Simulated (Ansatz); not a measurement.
Na6P⁻, relaxed as a singlet with RKS PBE-D4/def2-SVPD in Ansatz, starting from the GFN1-xTB geometry. Force threshold 0.02 eV/Å.

The restricted singlet is unstable towards broken spin symmetry at other levels; at PBE-D4/def2-SVPD this wasn't settled. The highest occupied level of the charge -1 singlet lies above zero (up to 0.19 eV). The electron is either unbound and held by the finite basis, or the level is raised by self-interaction error. The structure comes from a short search, and lower isomers may exist.

Start:

```tsv
atom	x (Å)	y (Å)	z (Å)
P1	0.542	0.047	-0.147
Na2	-1.741	-1.415	-0.570
Na3	2.965	1.726	-0.534
Na4	-2.671	-3.414	1.615
Na5	0.755	1.711	-2.497
Na6	0.350	2.895	0.182
Na7	-0.200	-1.549	1.950
```

```
step  energy (eV)  largest force component (eV/Å)  SCF passes
   1  -35753.0774                           0.677          20
   2  -35753.4043                           0.390          23
   3  -35753.6424                           0.153          27
   4  -35753.7016                           0.032          26
   5  -35753.7093                           0.012          23
   6  -35753.7107                           0.022          23
   7  -35753.7110                           0.017          24
   8  -35753.7115                           0.002          23
```

Force components are those of the run's own axes.

End:

Cartesian coordinates in Å:
```
P 0.5472 0.3223 -0.4278
Na -1.7465 -1.0455 -0.7775
Na 3.0473 1.2056 -0.0812
Na -2.7050 -3.4521 1.8659
Na 0.7560 1.5417 -2.7987
Na -0.2098 2.7028 0.4918
Na 0.3108 -1.2749 1.7275
```

By distances, no bond broke or formed. The bond that changes most is Na4–Na7, from 3.11 to 3.72 Å (atoms count from 1).

The force fell under the threshold at step 5, but the optimiser went on and released 0.002 eV more. No frequencies were taken in this run, so the end may be a saddle point.

Hardware: 4 threads of Intel Xeon Platinum 8488C on a shared host. Wall time 17 s.
